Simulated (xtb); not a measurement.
CH3N2S, doublet, at a GFN2-xTB geometry; GFN1-xTB (xtb).

Input for xtb:
```
$ xtb mol.xyz --gfn 1 --uhf 1 --etemp 5000 --json

# file mol.xyz
7

N      0.91406629    -0.95725259     0.86191633
C     -0.03450728    -0.35682102     0.26787259
N     -1.31290476    -0.74035543     0.39672808
S      0.29385271     1.03075722    -0.74617794
H      1.84978886    -0.59957326     0.73958914
H     -1.52032107    -1.56769339     0.92868803
H     -2.03219825    -0.30066655    -0.14717652
```

Question: Write the output that xtb gives for this input, abridged.

Answer: 
```
   ID    Z sym.   atoms
    1    7 N      1, 3
    2    6 C      2
    3   16 S      4
    4    1 H      5-7

           -------------------------------------------------
          |                Calculation Setup                |
           -------------------------------------------------

           -------------------------------------------------
          |                 G F N 1 - x T B                 |
           -------------------------------------------------

          ...................................................
          :                      SETUP                      :
          :.................................................:
          :  # basis functions                  28          :
          :  # atomic orbitals                  27          :
          :  # shells                           15          :
          :  # electrons                        23          :
          :  # halogen bonds                     0          :
          :  max. iterations                   250          :
          :  Hamiltonian                  GFN1-xTB          :
          :  restarted?                      false          :
          :  GBSA solvation                  false          :
          :  PC potential                    false          :
          :  electronic temp.         5000.0000000     K    :
          :  accuracy                    1.0000000          :
          :  -> integral cutoff          0.2500000E+02      :
          :  -> integral neglect         0.1000000E-07      :
          :  -> SCF convergence          0.1000000E-05 Eh   :
          :  -> wf. convergence          0.2000000E-04 e    :
          :  Broyden damping             0.4000000          :
          :  net charge                          0          :
          :  unpaired electrons                  1          :
          ...................................................

 iter      E             dE          RMSdq      gap      omega  full diag
   1    -13.8259686 -0.138260E+02  0.695E+00    5.12       0.0  T
   2    -13.8386743 -0.127056E-01  0.556E+00    3.26       1.0  T
   3    -13.8884158 -0.497416E-01  0.306E+00    4.76       1.0  T
   4    -13.8977305 -0.931467E-02  0.144E+00    4.25       1.0  T
   5    -13.9117732 -0.140427E-01  0.129E-01    4.44       1.0  T
   6    -13.9119026 -0.129422E-03  0.421E-02    4.44       1.0  T
   7    -13.9119096 -0.706677E-05  0.254E-02    4.43       1.5  T
[...]
         :: total energy             -13.780688907684 Eh    ::
[...]
        19                         -0.0105758              -0.2878
        20                         -0.0074507              -0.2027
        21                          0.0205083               0.5581
        22                          0.2437788               6.6336
        23                          0.2661580               7.2425
       ...                                ...                  ...
        27                          0.6558992              17.8479
      -------------------------------------------------------------
                  HL-Gap            0.1629826 Eh            4.4350 eV
             Fermi-level           -0.3462853 Eh           -9.4229 eV

  Mulliken/CM5 charges         n(s)   n(p)   n(d)
     1N    -0.46176 -0.74569   1.516  3.946  0.000
     2C     0.37551  0.53742   1.006  2.618  0.000
     3N    -0.40337 -0.85672   1.405  3.998  0.000
     4S    -0.18935 -0.19582   1.951  4.243 -0.005
     5H     0.21353  0.40615   0.786  0.000  0.000
     6H     0.23854  0.43371   0.761  0.000  0.000
     7H     0.22690  0.42095   0.773  0.000  0.000

Wiberg/Mayer (AO) data.
largest (>0.10) Wiberg bond orders for each atom

 ---------------------------------------------------------------------------
     #   Z sym  total        # sym  WBO       # sym  WBO       # sym  WBO
 ---------------------------------------------------------------------------
     1   7 N    2.748 --     2 C    1.601     5 H    0.931     3 N    0.103
     2   6 C    3.906 --     1 N    1.601     3 N    1.193     4 S    1.091
     3   7 N    3.171 --     2 C    1.193     7 H    0.919     6 H    0.912
                             1 N    0.103
     4  16 S    1.272 --     2 C    1.091
     5   1 H    0.967 --     1 N    0.931
     6   1 H    0.948 --     3 N    0.912
     7   1 H    0.963 --     3 N    0.919
 ---------------------------------------------------------------------------

Topologies differ in total number of bonds
Writing topology from bond orders to xtbtopo.mol

 dipole moment from electron density (au)
     X       Y       Z
  -0.8232  -0.2092  -0.0798  total (Debye):    2.168

           -------------------------------------------------
          | TOTAL ENERGY              -13.780688907684 Eh   |
          | GRADIENT NORM               0.039456658004 Eh/α |
          | HOMO-LUMO GAP               4.434982785469 eV   |
           -------------------------------------------------

normal termination of xtb
```
